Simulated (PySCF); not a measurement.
C₃H₈Si₂, SMILES C=C1C[SiH2][SiH2]1. Geometry: PBE-D3(BJ)/def2-SVP. This is a generated structure with no PubChem entry under its InChIKey; it may be hypothetical.

Computed with PySCF 2.14.0 with PBE-D3(BJ)/def2-SVP.

Harmonic wavenumbers (cm⁻¹): 89, 243, 306, 342, 404, 423, 484, 570, 597, 609, 628, 661, 684, 742, 801, 886, 890, 897, 904, 1033, 1069, 1134, 1348, 1372, 1641, 2136, 2146, 2161, 2168, 2958, 3037, 3045, 3145. Rotational constants (GHz): 4.298, 2.758, 1.896; symmetry number 1.

### Question
Work out the zero-point energy and the ideal-gas rigid-rotor harmonic-oscillator thermochemistry at 298.15 K and 1 atm.

### Answer
ZPE = ½ Σ hcν = ½ × 39554 cm⁻¹ = 56.55 kcal/mol. H − E(el) = 61.58 kcal/mol. Entropy in cal/(mol K): translation 39.73, rotation 27.06, vibration 14.34, total 81.13. G − E(el) = 37.39 kcal/mol. Cp = 29.63 cal/(mol K). Modes under 150 cm⁻¹ make the vibrational entropy uncertain.
